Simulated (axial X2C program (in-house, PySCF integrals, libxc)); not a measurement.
## Low determinants of ScS⁻ at the PBE0 level, spin-free

All values were computed with an in-house relativistic program for diatomic molecules. Spin-free means the one-electron spin-free X2C Hamiltonian. Basis: Sc dyall-acv3z [11s12p8d5f2g], S dyall-av3z [9s8p3d2f] (cores contracted in-house); Gaussian nuclei, density fitting, unrestricted open shells. Masses: Sc 44.956 u, S 31.972 u.

Search at 2.177 Å (vertical energies from the lowest determinant):

```
ΔE (eV)           state  electrons beyond evenly filled partner blocks  electrons in σ, π, δ, φ
   0.00  M_S = 0, Λ = 0                                   closed shell                22 16 0 0
   0.75  M_S = 1, Λ = 1                                        σα, π+α                21 17 0 0
   0.85  M_S = 1, Λ = 0                                         2 × σα                22 16 0 0
   0.92  M_S = 1, Λ = 2                                        σα, δ+α                21 16 1 0
   1.11  M_S = 0, Λ = 2                                        σα, δ+β                21 16 1 0
   1.21  M_S = 0, Λ = 1                                        σα, π+β                21 17 0 0
```

Lowest determinant, M_S = 0, Λ = 0 (closed shell): Re = 2.176 Å, ωe = 535.9 cm⁻¹.

The determinant in row 2 of the search, M_S = 1, Λ = 1 (beyond evenly filled blocks: σα, π+α), was followed along the bond at PBE0; measured from the minimum of the lowest determinant it gives:

Te = 0.746 eV (6014 cm⁻¹), Re = 2.210 Å, ωe = 473.8 cm⁻¹.

Problem. Compare the bond of the determinant in row 2 with that of the lowest one.

Solution. At PBE0 its Re is 0.034 Å longer and its force constant, which goes as ωe², is 0.78 times that of the lowest determinant. T0 ≈ Te + Δωe/2 = 6014 + (-31) = 5983 cm⁻¹.

The search compares states at one distance, so a state with another bond length can lie lower; it is not exhaustive and yields mostly the lowest determinant of each block pattern, so other components and higher states of one pattern are missing. These are energies of single determinants, not of spin-adapted states; PBE0 term energies can be off by some tenths of an eV, and the functional has no current term. For an anion, determinants above electron detachment are held by the basis set. The highest occupied level of some functionals is positive through self-interaction error; at Hartree–Fock it is bound. Row 2 has a positive highest level at its minimum.
